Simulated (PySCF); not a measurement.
Species: C7H5FO.
Numbering: `[O:1]=[CH:2][c:3]1[cH:4][cH:5][cH:6][c:7]([F:8])[cH:9]1` (hydrogens: H10 on C2; H11 on C4; H12 on C5; H13 on C6; H14 on C9)

The geometry is computed with GFN2-xTB (gas phase).

Q: Give the optimised bond lengths and angles.

A: 
```tsv
bond	length (Å)
O1=C2	1.203
C2–C3	1.471
C3–C4	1.395
C4–C5	1.382
C5–C6	1.386
C6–C7	1.386
C7–F8	1.347
C7–C9	1.380
C3–C9	1.393
C2–H10	1.108
C4–H11	1.079
C5–H12	1.079
C6–H13	1.079
C9–H14	1.079
```

A selection of angles:
```tsv
angle	degrees
O1–C2–C3	125.1
O1–C2–H10	121.2
C3–C2–H10	113.7
C2–C3–C4	119.9
C2–C3–C9	120.2
C4–C3–C9	119.9
C3–C4–C5	120.4
C3–C4–H11	118.3
C5–C4–H11	121.3
C4–C5–C6	120.2
C4–C5–H12	120.2
C6–C5–H12	119.7
C5–C6–C7	118.9
C5–C6–H13	121.6
C7–C6–H13	119.5
C6–C7–F8	118.8
C6–C7–C9	122.1
F8–C7–C9	119.1
C7–C9–H14	120.2
C3–C9–C7	118.6
C3–C9–H14	121.2
```

Torsions: O1–C2–C3–C4 0° (synperiplanar).

The 7 C–C bonds span 1.380 Å (C7–C9, aromatic) to 1.471 Å (C2–C3, drawn single), a spread of 0.091 Å. Of the pairs four or more bonds apart, O1···H11 is among the closest relative to their van der Waals radii: 2.56 Å, 94 % of the sum of Bondi's values. The 6-membered ring C3–C4–C5–C6–C7–C9 has internal angles of 118.6° to 122.1°; it is planar, 0.00 Å rms from its mean plane, widest ring torsion 0°. The 9 heavy atoms lie in one plane (0.000 Å rms).

Point group: Cs (every atom within 0.08 Å of its image). No frequency check. The numbers are those of one conformer.
